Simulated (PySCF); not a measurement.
A structure optimised at r2SCAN-D4/def2-SVP, used in a PySCF frequency run:

```
Sn
F 1 1.9128
F 1 1.9128 2 105.71
F 1 1.9190 2 108.48 3 116.18
O 1 1.9532 2 111.98 3 -122.20
H 5 0.9709 1 110.06 2 -120.73
```

Question: Write its SMILES, formula and point group.

Answer: [OH][Sn]([F])([F])[F], F3HOSn, Cs

Question: What are its rotational constants (standard atomic weights)?

Answer: 2.8414, 2.7113, 2.6940 GHz
